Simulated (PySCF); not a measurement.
Al(Br)(Me)(OMe) (C2H6AlBrO), SMILES C[O][Al]([CH3])[Br].

The structure is a stationary point at B3LYP-D3(BJ)/def2-SVP. Other conformers were not sampled.

Level of theory: B3LYP-D3(BJ)/def2-SVP (PySCF).

Frequencies are harmonic and unscaled.

```
mode  ν (cm⁻¹)  IR (km/mol)  Raman (Å⁴/amu)  depolarisation  moving atoms (share of kinetic energy)
----  --------  -----------  --------------  --------------  --------------------------------------
1           37          0.1             0.0               –                                  H 98 %
2           83          4.2             1.6            0.72                 C 49 %, H 22 %, Br 20 %
3           86          0.0             0.1            0.75                                  H 99 %
4          112          1.5             0.1            0.75         O 34 %, H 28 %, C 27 %, Al 11 %
5          140          1.3             2.2            0.61         C 45 %, H 29 %, Br 12 %, Al 8 %
6          212         31.0             0.2            0.75                 Al 54 %, O 28 %, H 13 %
7          250         15.6             1.0            0.71  O 61 %, C 11 %, H 10 %, Al 9 %, Br 9 %
8          364         40.4            11.2            0.11                Al 38 %, Br 25 %, C 24 %
9          622         46.1            11.6            0.16         C 36 %, H 26 %, Al 25 %, O 11 %
10         669         44.9             0.5            0.75                          H 76 %, C 18 %
11         709        102.4             2.3            0.29                 H 55 %, C 25 %, Al 19 %
12         777         95.4             2.9            0.51         Al 48 %, C 23 %, H 16 %, O 12 %
13        1179         76.0             4.1            0.68                  H 60 %, C 24 %, O 15 %
14        1188          0.4             1.1            0.75                          H 77 %, C 19 %
15        1218          3.3             4.9            0.06                          H 76 %, C 21 %
16        1234        301.8             1.9            0.26                  O 48 %, C 29 %, H 20 %
17        1426          1.2            11.5            0.75                                  H 96 %
18        1427          2.9             9.3            0.75                                  H 95 %
19        1476          1.0            18.8            0.75                                  H 96 %
20        1477          1.8            28.6            0.67                                  H 96 %
21        1482         15.0             8.8            0.72                          H 88 %, C 10 %
22        2987         92.9           158.8            0.01                                  H 98 %
23        3027          1.8           135.4            0.00                                  H 97 %
24        3062         43.2            80.8            0.57                          H 90 %, C 10 %
25        3067         40.1           128.7            0.75                          H 90 %, C 10 %
26        3112          2.7            89.5            0.75                           H 91 %, C 9 %
27        3131          3.5           107.2            0.73                           H 91 %, C 9 %
```
